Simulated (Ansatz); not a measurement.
`[OH][Ga]([F])[Br]` + H₂O → `[OH][Ga]([OH])[F]` + HBr  (formal hydrolysis of a Ga–Br bond)

Calculated with Ansatz (gas phase, PBE0-D4/def2-TZVP geometries, no zero-point term in ΔE). CCSD(T)/CBS is the MP2 limit (def2-TZVPP, def2-QZVPP) plus CCSD(T) − MP2 in def2-TZVPP, frozen cores. This one scheme is used for every species. Functionals use def2-TZVPP. B3LYP here is the variant with VWN-RPA as its local correlation; programs differ in this. For Br, Ga outer-core shells are correlated without core-valence functions, which leaves a few kJ/mol of doubt a bond. Scalar relativity is left out up to krypton. One conformer a species, not always the lowest.

```tsv
level	ΔE (kcal/mol)	difference from CCSD(T)/CBS
LDA (SPW92)	15.2	-1.3
PBE-D4	16.5	0.0
B97M-V	16.0	-0.5
PBE0-D4	17.7	1.2
r2SCANh-D4	16.9	0.4
r2SCAN0-D4	17.5	1.0
CAM-B3LYP-D4	15.1	-1.4
PBE	16.1	-0.4
B3LYP	15.6	-0.9
r2SCAN0	17.4	0.9
BHLYP	16.6	0.1
LC-ωPBE	15.4	-1.1
HF/def2-SVP	16.3	-0.2
CCSD/def2-SVP	13.4	-3.1
MP2/def2-TZVPP	15.7	-0.8
MP2/def2-QZVPP	16.3	-0.2
CCSD(T)/CBS	16.5	0
```

Largest T1 diagnostic among the species: 0.014.

In def2-TZVPP, CCSD(T) changes the Hartree–Fock value by −2.5 kcal/mol (the triples alone add −0.1 kcal/mol) and MP2 by −2.1 kcal/mol. Leaving LDA and LC-ωPBE aside and taking each functional with its dispersion term where it has one, the values, not all of them listed here, spread over 2.7 kcal/mol, from CAM-B3LYP-D4 to HSE06-D4. LDA lies −1.0 kcal/mol from PBE without D4. At CCSD(T), def2-SVP lies −3.3 kcal/mol from the extrapolated value and def2-TZVPP −1.2 kcal/mol.
